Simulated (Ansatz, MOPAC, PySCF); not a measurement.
Complex: CH4O (SMILES CO) (first 6 atoms) with C3H8 (SMILES CCC); geometry from B3LYP-D3(BJ)/def2-TZVP, rigid monomers moved along the line of their centres of mass till H6···C7 is 2.41 Å.
(charge 0, multiplicity 1):
```xyz
17

C      0.48433     0.24328    -0.27983
O     -0.51380    -0.51808     0.38321
H      0.75164     1.14700     0.27857
H      0.06814     0.54281    -1.24074
H      1.39337    -0.34016    -0.46388
H     -0.17450    -0.79623     1.23980
C     -0.30316    -1.28294     3.59444
C     -0.02435     0.08228     4.21791
C      0.33611     1.14409     3.18210
H     -0.53505    -2.03395     4.35147
H     -1.15466    -1.23595     2.91042
H      0.56633    -1.64450     3.03617
H      0.78795    -0.00895     4.94470
H     -0.90334     0.40742     4.78162
H      0.51754     2.11379     3.64880
H      1.24312     0.86692     2.63746
H     -0.46555     1.26908     2.45060
```

Counterpoise-corrected where a basis set is named; no monomer relaxation. Rows marked so take none.

Rows in 6-31G*, STO-3G carry no dispersion term and start afresh at each structure (6-31G* with six Cartesian d functions). MP2/6-31G* freezes PySCF's default core. The state reached by PM3, PM6, PM7 isn't checked; PM7 holds dispersion and hydrogen-bond terms.

Codes used: Ansatz (Gaussian orbitals); MOPAC for PM3, PM6, PM7 (differences of heats of formation); PySCF for 6-31G* rows, STO-3G rows, the dispersion terms. Values without a source in brackets are computed.

Other levels give for the interaction energy: PBE/def2-TZVPPD 0.4; B3LYP/def2-TZVPPD 5.7; B3LYP-D3(BJ)/def2-TZVPPD -5.6; wB97M-V/def2-TZVPPD -6.1 kJ/mol.

Common cheap choices:

```json
[
 {"level": "PM3", "interaction energy (kJ/mol)": "-5.3"},
 {"level": "PM6", "interaction energy (kJ/mol)": "-3.9"},
 {"level": "PM7", "interaction energy (kJ/mol)": "-6.0"},
 {"level": "HF/STO-3G (no counterpoise)", "interaction energy (kJ/mol)": "13.1"},
 {"level": "B3LYP/6-31G* (no counterpoise)", "interaction energy (kJ/mol)": "-2.4"},
 {"level": "M06-2X/6-31G* (no counterpoise)", "interaction energy (kJ/mol)": "-12.7"},
 {"level": "MP2/6-31G*", "interaction energy (kJ/mol)": "5.3"},
 {"level": "MP2/6-31G* (no counterpoise)", "interaction energy (kJ/mol)": "-6.3"}
]
```

Ansatz is a first-principles code.
